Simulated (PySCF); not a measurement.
Computed data sheet: `CC(C)/C(F)=P/C(F)(F)F`

Species: C5H7F4P.
Geometry (PBE0-D3(BJ)/def2-SVP, Å), atoms numbered from 1 in this order:
```
atom  x, y, z in Å
C1    -1.7972    1.0633    0.1961
C2    -0.9965   -0.2032    0.5177
C3    -1.5012   -1.4129   -0.2540
C4     0.4607    0.0637    0.3177
F5     0.8947    1.0384    1.1089
P6     1.4539   -0.7341   -0.7964
C7     3.0544    0.2296   -0.4586
F8     3.5052    0.0853    0.7883
F9     2.9368    1.5366   -0.6972
F10    3.9973   -0.2432   -1.2827
H11   -2.8588    0.9124    0.4404
H12   -1.7201    1.3020   -0.8762
H13   -1.4298    1.9256    0.7690
H14   -1.1006   -0.4010    1.6026
H15   -1.3944   -1.2650   -1.3405
H16   -2.5686   -1.5734   -0.0430
H17   -0.9577   -2.3291    0.0203
```

Structural features include: CF3 group and C–F bond.

PBE0-D3(BJ)/def2-SVP geometry optimisation, gas phase (PySCF):

```
Point group                  : C1
Rotational constants A, B, C : 2.246, 0.671, 0.597 GHz
```

**CAM-B3LYP/def2-SVPD ground state, ΔSCF and vertical TDDFT (core frozen in the response) (PySCF)**

```
Dipole moment                                                     : 3.86 D
HOMO energy                                                       : -8.87 eV
LUMO energy                                                       : -0.93 eV
HOMO–LUMO gap                                                     : 7.94 eV
Lowest singlet excitation                                         : 5.29 eV (234 nm, f = 0.268)
Strongest line among the 10 lowest singlet transitions            : S1 at 5.29 eV (234 nm, f = 0.268)
Lowest triplet excitation (Tamm–Dancoff)                          : 2.69 eV
Static isotropic polarisability                                   : 91.2 au
Vertical ionisation energy                                        : 9.63 eV
Vertical electron affinity                                        : 0.28 eV
Electronic spatial extent ⟨r²⟩ about the centre of nuclear charge : 1891 bohr²
```

From HF/pcSseg-1 ground state and GIAO shieldings, non-relativistic (PySCF):

```
13C chemical shifts (computed TMS as zero) by class         : 259.3 (C4), 117.5 (C7), 35.0 (C2), 18.8 (C1/C3) ppm
1H chemical shifts (computed TMS as zero) by class          : 2.16 (H14), 1.28 (H11/H12/H13/H15/H16/H17) ppm
Isotropic shieldings of nuclei other than C and H, by class : 223 (F5), 281 (F8/F9/F10), 215 (P6) ppm
```

Monoisotopic mass (most abundant isotopes): 174.0221 u.

The 10 singlets span 5.29 to 8.35 eV, and their oscillator strengths add up to 0.65. S1 lies 2.65 eV below the HOMO–LUMO gap; its leading configuration is HOMO→LUMO, weight 0.94. With B = h/(8π²I), that is 505.379 GHz u Å² over I, the principal moments of inertia are 225.0, 753.1 and 847.2 u Å² (most abundant isotopes); the inertial defect Ic − Ia − Ib is -130.9 u Å² (zero for a rigid planar frame, negative otherwise). No computed singlet falls in the visible range (750 to 380 nm, 1.65 to 3.26 eV); S1 lies 2.03 eV above its blue end. The ΔSCF ionisation energy exceeds −ε(HOMO) by 0.76 eV with CAM-B3LYP. From the two ΔSCF values, the fundamental gap I − A is 9.35 eV and the Mulliken electronegativity (I + A)/2 is 4.96 eV. The dipole matches unit charges of opposite sign 0.80 Å apart (1 e·Å = 4.8032 D).

One conformer (not necessarily the lowest) at the PBE0-D3(BJ)/def2-SVP geometry, without solvent or vibrations. NMR classes are plain means over equivalent atoms (diastereotopic ones count apart unless rotation or inversion swaps them), as if these changed places fast; in this geometry the members of some classes differ.

For the geometry optimisation (PBE0-D3(BJ)/def2-SVP), the run took 85 s of wall time on one thread of an AMD EPYC 7R13, no GPU, on a shared host, and the process peaked at 0.77 GiB of memory.
